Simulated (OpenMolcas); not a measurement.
Multiplet structure of Ge

```yaml
Program: OpenMolcas 26.06
Method: "SS-RASPT2, IPEA 0.25 Eh, imaginary shift 0.1 Eh (closed shells correlated: 3d 4s)"
Basis: ANO-RCC-VQZP [7s6p4d2f1g]
Scalar_Hamiltonian: DKH2, point nucleus
Active_space: 2 electrons in 9 orbitals (RAS2 4p; RAS3 4d 5s, at most 1 electron)
State_averaging: 2S+1 = 3 even, 3 roots; 2S+1 = 1 even, 6 roots; 2S+1 = 3 odd, 3 roots; 2S+1 = 1 odd, 3 roots
Spin-orbit_coupling: RASSI with atomic mean-field integrals over the reference wave functions, term energies averaged over their components
```

With spin-orbit coupling, above the lowest level:

| Configuration | Term | J | E (cm-1) | Measured (cm-1) | g | Term weight % |
| --- | --- | --- | --- | --- | --- | --- |
| 4s2 4p2 | 3P | 0 | 0.0 | 0.0 |  | 100 |
| 4s2 4p2 | 3P | 1 | 471 | 557 | 1.501 | 100 |
| 4s2 4p2 | 3P | 2 | 1237 | 1410 | 1.498 | 99 |
| 4s2 4p2 | 1D | 2 | 7880 | 7125 | 1.004 | 99 |
| 4s2 4p2 | 1S | 0 | 19880 | 16367 |  | 100 |
| 4s2 4p 5s | 3P* | 0 | 47220 | 37452 |  | 100 |
| 4s2 4p 5s | 3P* | 1 | 47570 | 37702 | 1.490 | 98 |
| 4s2 4p 5s | 3P* | 2 | 48570 | 39118 | 1.501 | 100 |
| 4s2 4p 5s | 1P* | 1 | 52190 | 40021 | 1.011 | 98 |

Against the 8 measured excited levels shown (NIST Handbook of Basic Atomic Spectroscopic Data) the mean absolute deviation is 5700 cm-1; the largest miss in energy is 4s2 4p 5s 1P* 1: computed 52190, measured 40021 cm-1 (+30.4 %).

Spin-orbit coupling puts the lowest level 878 cm-1 below the lowest spin-free term.

For 3P the intervals divided by the larger J are 471.0, 382.9 cm-1. Landé's interval rule makes them equal in pure LS coupling; they differ by 21 % of their mean. The multiplet is regular.

CASPT2 breaks the degeneracy within a term, and the mean is taken; among the terms shown or strongly mixed into the levels shown the widest spread is 85 cm-1 (4s2 4p2 1D). ANO sets are built for valence states and can reach diffuse excited orbitals poorly, and with the s shell closed the s pⁿ⁺¹ terms that mix with these levels are absent. With the s shell closed, the reference lacks s² → p² mixing. No level of 4s2 4p 4d was computed, though it lies in the active space. Some terms miss by over 15 % even with CASPT2, which points to a basis or an active space too small for the shells correlated. Measured partners are found by configuration, term and J. A level has none where our copy of the source lacks it or the pairing is in doubt (some pairs that miss far off the trend of their configuration count as doubtful), and it then counts in no deviation. Levels of configurations outside the active space are missing. The first state left out of the spin-orbit step lies near 82000 cm-1 above the lowest spin-free state of the reference (among the parities and spins computed), and the list stops at four fifths of that energy or lower.

The term weight is that of the spin-free term in the level, not the purity of its configuration. * marks odd parity.
